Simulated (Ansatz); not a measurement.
The Ge1–Cl3 bond of ClFGeH2 (SMILES [F][GeH2][Cl]) is stretched (multiplicity 1, the rest rigid).
Geometry at rest (charge 0, multiplicity 1):
```xyz
5

Ge    -0.48722    -0.28782     0.04176
F     -1.17044     1.31355     0.03434
Cl     1.64415    -0.04137    -0.10759
H     -0.82641    -0.91125     1.39620
H     -0.99928    -0.99708    -1.21243
```

Correlated levels freeze the cores. Filled d and f shells under p-block atoms count as core.

The values were computed with Ansatz (a first-principles code) with Gaussian orbitals. Each number belongs to the level named beside it.

Energies above the point at 2.151 Å (the B3LYP-D3(BJ) bond length), FIC-MRCISD+Q on CASSCF(6,4)/def2-SVP (kcal/mol): 12.96 at 1.936 Å; 7.40 at 2.366 Å; 94.92 at 6.882 Å.

Take the last value as the depth D of a Morse curve D(1 − e^(−a(R − R₀)))², fit a and R₀ to the two near points, and test it at 2.904 and 3.764 Å.


With D = 94.9, both near points (counted from the curve's value at 2.151 Å) are met by a = 1.49 Å⁻¹ and R₀ = 2.146 Å, so k = 2Da² = 423 kcal/(mol Å²). The curve then gives 43.5 and 78.7 kcal/mol; the level itself gives 45.8 and 85.9, so Morse is off by -2.3 and -7.2.

Doubts at one or more of the structures used: active orbitals that take no part (FIC-MRCISD+Q on CASSCF(6,4)/def2-SVP).
